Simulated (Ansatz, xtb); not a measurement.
**AlBFH3OSi: which of two structures lies lower**

Structure I: a singlet given by its coordinates. Structure II: `O=B[SiH2][AlH][F]`, a singlet. Both are isolated molecules in the gas phase, relaxed with PBE0-D3(BJ)/def2-SVP; the shapes shown needn't be the lowest conformers.

I (Å):

```
atom    x (Å)    y (Å)    z (Å)
  Al   0.2016  -1.8764   0.0826
   B  -1.8286  -1.4771  -0.2901
   F   1.4145  -2.7356   0.8178
   O   0.6666  -0.5700  -1.0925
  Si  -0.8812  -0.0262  -1.1571
   H  -1.8257  -2.2041  -1.2994
   H  -2.8479  -1.4551   0.3500
   H  -0.9307   1.3169  -1.8193
```

Close contacts (Å): Al1–B2 2.10, Al1–F3 1.66, Al1–O4 1.82, Al1–Si5 2.48, B2–Si5 1.94, O4–Si5 1.64, B2–H6 1.24, B2–H7 1.20, Si5–H8 1.50.

II (Å):

```xyz
8

Al    0.0449   -1.9659   -1.8043
B    -2.4712   -0.5184    0.3154
F     0.4229   -3.5727   -1.5738
O    -3.6744   -0.4609    0.3214
Si   -0.4899   -0.6700    0.2053
H    -0.0155   -1.3134    1.4670
H     0.0393    0.7268    0.1200
H     0.0566   -1.4228   -3.2872
```

**Question.** Estimate E(II) − E(I) at the level CCSD(T)/def2-SVP + ΔMP2/def2-TZVPP.

**Answer.** Too close to call at this level: CCSD(T)/def2-SVP + ΔMP2/def2-TZVPP gives E(II) − E(I) = −1.26 kcal/mol.

How the difference moves with the method:

| level | geometry | E(II) − E(I) (kcal/mol) | departure from the last row (kcal/mol) | job, with rough time for the two |
| --- | --- | --- | --- | --- |
| GFN2-xTB | GFN2-xTB | +21.84 | +23.10 | optimisation, 0.31 s |
| HF/STO-3G | GFN2-xTB | −40.59 | −39.34 | single point, 0.44 s |
| r2SCAN-D4/def2-SVP | GFN2-xTB | −5.49 | −4.24 | single point, 6.3 s |
| PBE0-D3(BJ)/def2-SVP | PBE0-D3(BJ)/def2-SVP | −4.42 | −3.17 | optimisation, 3.3 min |
| HF/def2-SVP | PBE0-D3(BJ)/def2-SVP | −21.42 | −20.17 | part of the CCSD(T) run |
| MP2/def2-SVP | PBE0-D3(BJ)/def2-SVP | −11.15 | −9.90 | part of the CCSD(T) run |
| CCSD(T)/def2-SVP | PBE0-D3(BJ)/def2-SVP | −13.68 | −12.42 | single point |
| CCSD(T)/def2-SVP + ΔMP2/def2-TZVPP | PBE0-D3(BJ)/def2-SVP | −1.26 |  | single point, 30 s |

GFN2-xTB puts the two in the other order. The largest departure from CCSD(T)/def2-SVP + ΔMP2/def2-TZVPP is that of HF/STO-3G, 39.34 kcal/mol. The last row adds to CCSD(T) the change of the MP2 difference between the two basis sets, here +12.42 kcal/mol, a large step that makes the value less sure.

With harmonic frequencies from PBE0-D3(BJ)/def2-SVP (ideal gas, rigid rotor, one conformer each, 400 K, 1 atm): on the last row, ΔE + ΔZPE = −2.55 kcal/mol. A mode under 50 cm⁻¹ makes harmonic enthalpies and free energies unreliable, so none is given.

The correlated steps freeze 13 core orbitals. Programs: Ansatz 0.2.0, xtb 6.7.1; the last row on 1 thread of Arm Neoverse V1 on a shared host.
